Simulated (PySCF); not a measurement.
Molfile (atoms numbered from 1):
```
C6H12BCl
     RDKit          3D

 20 20  0  0  0  0  0  0  0  0999 V2000
   -8.2411    1.4661   -0.5433 Cl  0  0  0  0  0  0  0  0  0  0  0  0
   -7.1749    0.1106   -0.0616 C   0  0  0  0  0  0  0  0  0  0  0  0
   -5.7151    0.3761   -0.3856 C   0  0  1  0  0  0  0  0  0  0  0  0
   -5.1583    1.6067    0.3322 C   0  0  0  0  0  0  0  0  0  0  0  0
   -3.5999    1.7161    0.3892 B   0  0  0  0  0  0  0  0  0  0  0  0
   -2.7202    0.4466    0.1461 C   0  0  0  0  0  0  0  0  0  0  0  0
   -3.4299   -0.7178   -0.5442 C   0  0  0  0  0  0  0  0  0  0  0  0
   -4.8782   -0.8716   -0.0881 C   0  0  0  0  0  0  0  0  0  0  0  0
   -7.5449   -0.7807   -0.5879 H   0  0  0  0  0  0  0  0  0  0  0  0
   -7.3189   -0.0395    1.0194 H   0  0  0  0  0  0  0  0  0  0  0  0
   -5.6578    0.5600   -1.4745 H   0  0  0  0  0  0  0  0  0  0  0  0
   -5.6439    2.5338   -0.0127 H   0  0  0  0  0  0  0  0  0  0  0  0
   -5.4262    1.5596    1.4134 H   0  0  0  0  0  0  0  0  0  0  0  0
   -3.0819    2.7526    0.7523 H   0  0  0  0  0  0  0  0  0  0  0  0
   -2.4448    0.1631    1.1874 H   0  0  0  0  0  0  0  0  0  0  0  0
   -1.7498    0.6871   -0.3197 H   0  0  0  0  0  0  0  0  0  0  0  0
   -3.4249   -0.5507   -1.6359 H   0  0  0  0  0  0  0  0  0  0  0  0
   -2.8872   -1.6641   -0.3845 H   0  0  0  0  0  0  0  0  0  0  0  0
   -4.9063   -1.0786    0.9990 H   0  0  0  0  0  0  0  0  0  0  0  0
   -5.3312   -1.7493   -0.5790 H   0  0  0  0  0  0  0  0  0  0  0  0
  1  2  1  0
  2  3  1  0
  3  4  1  0
  4  5  1  0
  5  6  1  0
  6  7  1  0
  7  8  1  0
  8  3  1  0
  2  9  1  0
  2 10  1  0
  3 11  1  6
  4 12  1  0
  4 13  1  0
  5 14  1  0
  6 15  1  0
  6 16  1  0
  7 17  1  0
  7 18  1  0
  8 19  1  0
  8 20  1  0
M  END
```

Geometry: PBE0-D3(BJ)/def2-SVP; GIAO absolute shieldings from PySCF 2.14.0 with density-fitted response routines, gas phase, non-relativistic, averaged over equivalent atoms.

At PBE0/pcSseg-1 (203 basis functions, 2.2 min wall time on 1 thread of an Intel Xeon, shared host):
| atoms | σ (ppm) |
| --- | --- |
| Cl1 | 877.4 |
| C2 | 125.8 |
| C3 | 144.7 |
| C4 | 150.1 |
| C8 | 150.2 |
| C6 | 154.2 |
| C7 | 159.0 |
| B5 | 13.8 |
| H14 | 23.67 |
| H9 | 27.83 |
| H10 | 28.40 |
| H12 | 28.47 |
| H16 | 29.17 |
| H18 | 29.45 |
| H17 | 29.83 |
| H11 | 29.84 |
| H20 | 29.85 |
| H19 | 30.47 |
| H15 | 30.47 |
| H13 | 31.07 |

What do these become at mPW1PW91/pcSseg-1?

Answers


```tsv
atoms	σ at mPW1PW91/pcSseg-1	change
Cl1	875.6	-1.8
C2	124.9	-0.9
C3	144.0	-0.7
C4	149.8	-0.3
C8	149.5	-0.7
C6	153.8	-0.4
C7	158.2	-0.8
B5	14.5	+0.7
H14	23.79	+0.12
H9	27.88	+0.05
H10	28.44	+0.04
H12	28.56	+0.09
H16	29.25	+0.08
H18	29.51	+0.06
H17	29.89	+0.06
H11	29.90	+0.06
H20	29.91	+0.06
H19	30.52	+0.05
H15	30.54	+0.07
H13	31.12	+0.05
```

The largest change is at Cl1 (chlorine bonded to C). Cost: 203 basis functions, 92 s wall time on 1 thread of an Intel Xeon, shared host. The order of the carbon signals changes between the two levels.

A carbon bonded to boron is broadened by the quadrupolar boron nucleus and is often missing from a measured spectrum. Carbons that carry Cl, above all several Cl atoms, come out too deshielded, partly because spin–orbit coupling is missing.
